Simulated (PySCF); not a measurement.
## Ionising SbH

PBE0; PySCF, scalar-relativistic core potentials, basis sets Sb def2-TZVPPD with ECP28, H def2-TZVPPD. Neutral (UKS): triplet (π ↑↑), Re = 1.716 Å, ωe = 1936 cm⁻¹, De = 2.58 eV, HOMO -6.45 eV, LUMO -2.85 eV.

SbH⁺ (UKS): doublet (π ↑), Re = 1.713 Å, ωe = 1992 cm⁻¹, De = 2.72 eV to Sb⁺ + H. The energies at the minima are -240.81887 hartree for SbH and -240.49170 for SbH⁺.

(1) Work out the adiabatic ionisation energy, without and with harmonic zero-point energies (1 hartree = 27.2114 eV, 1 eV = 8065.5 cm⁻¹), and the change of the bond length.

SbH⁻ (UKS): doublet (π ↑), Re = 1.733 Å, ωe = 1819 cm⁻¹. The energies at the minima are -240.81887 hartree for SbH and -240.85520 for SbH⁻.

(2) Work out the adiabatic electron affinity, without and with harmonic zero-point energies (1 hartree = 27.2114 eV, 1 eV = 8065.5 cm⁻¹), and the change of the bond length.

These are scalar-relativistic numbers at best; spin–orbit coupling would shift them, the dissociation energy most. For an ion De counts to the pair picked by the measured ionisation energies or electron affinities, which need not be the lowest pair at this level. The highest Kohn–Sham level is positive in this anion. Much of that is self-interaction error, but it also means that the finite basis helps to hold the extra electron. States were picked by a PBE0 search and need not be the measured ground states.

Results:

(1) At PBE0: 0.32717 hartree = 8.903 eV between the minima; the zero-point term (1992.0 − 1936.0)/2 cm⁻¹ = +0.003 eV makes it 8.906 eV. Re changes by -0.3 pm against the neutral. The electron leaves a π orbital, which is non-bonding in a hydride.

(2) At PBE0: 0.03633 hartree = 0.989 eV between the minima; the zero-point term (1936.0 − 1819.0)/2 cm⁻¹ = +0.007 eV makes it 0.996 eV. Re changes by +1.7 pm against the neutral. The electron enters a π orbital, which is non-bonding in a hydride.
